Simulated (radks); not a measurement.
The numbers below are computed, except where a source is named.
Spherical quantum dot in the effective-mass picture: electrons in a parabolic well V = omega^2 r^2 / 2 with omega = 2.73, all in effective atomic units (hartree* = m*/eps^2 hartree, bohr* = eps/m* bohr), one dielectric constant everywhere. Level of theory: non-relativistic Kohn-Sham, LDA (Slater exchange, Perdew-Wang correlation), spin-polarised, spherical densities (a radial shooting solver with Libxc functionals). Levels are named by radial order and angular momentum (1s, 1p, 1d, 2s, ...), and open shells are averaged over m.

N = 21, configuration 1s2 1p6 1d10 2s2 1f(up 1, down 0). This is the lowest configuration that the search found. Occupied and some empty levels:

level,occupation,eigenvalue (hartree*),<r> (bohr*)
1s up,1,20.721,0.9092
1s down,1,20.733,0.9070
1p up,3,22.277,1.154
1p down,3,22.297,1.153
1d up,5,23.990,1.333
1d down,5,24.014,1.332
2s up,1,24.270,1.185
2s down,1,24.288,1.186
1f up,1,25.836,1.477
1f down,0,25.863,1.477
2p up,0,26.246,1.342
2p down,0,26.264,1.343
1g up,0,27.796,1.602
1g down,0,27.823,1.602
2d up,0,28.292,1.485
2d down,0,28.310,1.485

Energy (hartree*): total 334.774, kinetic 59.319, external 131.68, Hartree 159.88, exchange-correlation -16.097.

Electron density:

r (bohr*),n(r) (e/bohr*^3)
0.182,1.857
0.378,1.597
0.573,1.393
0.769,1.338
0.965,1.327
1.16,1.193
1.36,0.8908
1.55,0.5321
1.75,0.2481
1.94,0.09014
2.14,0.02521
2.33,0.005465
2.53,0.0009278
